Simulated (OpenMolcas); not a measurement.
Computed levels of 5s² 5p⁴ in ions with 52 electrons, in cm-1 above ³P₂.

```yaml
Program: OpenMolcas
Method: CASSCF
Basis: ANO-R2
Scalar_Hamiltonian: X2C, finite nucleus
Spin-orbit_coupling: RASSI with atomic mean-field integrals over the reference wave functions, term energies averaged over their components
```

Active space for each ion: 6 electrons in 4 orbitals (5s 5p).

```tsv
Level	Te	Xe2+
³P₁	4223	8502
³P₀	4442	7535
¹D₂	12397	18675
¹S₀	22262	33717
```

Question: Estimate ³P₀, ¹D₂, ¹S₀ for I+ from its neighbours Te and Xe2+.

Answer: ³P₀ is fine structure, which grows about as the fourth power of a screened charge, so the fourth roots are averaged: ((4442^0.25 + 7535^0.25) / 2)^4 = 5836. The calculation gives 5975, so the estimate is off by -2.3 %; the measured value is 6448 (NIST Handbook of Basic Atomic Spectroscopic Data).
¹D₂ is another term, which grows about linearly with the charge: (12397 + 18675) / 2 = 15536. The calculation gives 15451, so the estimate is off by +0.6 %; the measured value is 13727 (NIST Handbook of Basic Atomic Spectroscopic Data).
¹S₀ is another term, which grows about linearly with the charge: (22262 + 33717) / 2 = 27990. The calculation gives 27774, so the estimate is off by +0.8 %; the measured value is 29501 (NIST Handbook of Basic Atomic Spectroscopic Data).

Some high roots are left out of the spin-orbit mixing, which shifts the levels that they would mix with (holds for Te). Measured partners are found by configuration, term and J. A level has none where our copy of the source lacks it or the pairing is in doubt (some pairs that miss far off the trend of their configuration count as doubtful), and it then counts in no deviation. Levels of configurations outside the active space are missing.
